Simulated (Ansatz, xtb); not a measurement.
Relative energy of two isomers of C3H6GeO

Structure X is `C=[C]([GeH3])C=O`, a singlet and structure Y is `O=C/C=[CH]/[GeH3]`, a singlet. Both are isolated molecules in the gas phase, relaxed with PBE0-D3(BJ)/def2-SVP, each in the lowest conformer that the search found.

Quicker runs give these differences E(Y) − E(X): GFN2-xTB +4.29 kcal/mol; HF/STO-3G −1.43 kcal/mol (at GFN2-xTB geometries); r2SCAN-D4/def2-SVP +1.77 kcal/mol (at GFN2-xTB geometries).

Question: Estimate which is lower in electronic energy at CCSD(T)/def2-SVP + ΔMP2/def2-TZVPP, and by roughly how much.

Answer: The CCSD(T)/def2-SVP + ΔMP2/def2-TZVPP calculation puts structure X lower, by 1.70 kcal/mol.

How the difference moves with the method:

| level | geometry | E(Y) − E(X) (kcal/mol) | departure from the last row (kcal/mol) | job, with rough time for the two |
| --- | --- | --- | --- | --- |
| GFN2-xTB | GFN2-xTB | +4.29 | +2.59 | optimisation, 0.29 s |
| HF/STO-3G | GFN2-xTB | −1.43 | −3.12 | single point, 0.84 s |
| r2SCAN-D4/def2-SVP | GFN2-xTB | +1.77 | +0.07 | single point, 4.7 s |
| PBE0-D3(BJ)/def2-SVP | PBE0-D3(BJ)/def2-SVP | +1.88 | +0.18 | optimisation, 2.1 min |
| HF/def2-SVP | PBE0-D3(BJ)/def2-SVP | +1.56 | −0.14 | part of the CCSD(T) run |
| MP2/def2-SVP | PBE0-D3(BJ)/def2-SVP | +2.64 | +0.94 | part of the CCSD(T) run |
| CCSD(T)/def2-SVP | PBE0-D3(BJ)/def2-SVP | +2.52 | +0.83 | single point |
| CCSD(T)/def2-SVP + ΔMP2/def2-TZVPP | PBE0-D3(BJ)/def2-SVP | +1.70 |  | single point, 55 s |

As drawn, both hold the same kinds of bond in the same numbers.

HF/STO-3G puts the two in the other order. The largest departure from CCSD(T)/def2-SVP + ΔMP2/def2-TZVPP is that of HF/STO-3G, 3.12 kcal/mol. The last row adds to CCSD(T) the change of the MP2 difference between the two basis sets, here −0.83 kcal/mol.

With thermal terms from frequencies at re-optimised GFN2-xTB minima (ideal gas, soft modes damped towards free rotors, one conformer each, 298.15 K, 1 atm): on the last row, ΔE + ΔZPE = +1.55, ΔH = +1.71, ΔG = +1.12 kcal/mol.

The correlated steps freeze 13 core orbitals; the filled d shell of Ge is correlated, in a basis made for valence electrons. Codes used: Ansatz 0.2.0, xtb 6.7.1; the last row on 2 threads of Intel(R) Xeon(R) Platinum 8259CL CPU @ 2.50GHz (Skylake/Cascade Lake) on a shared host.
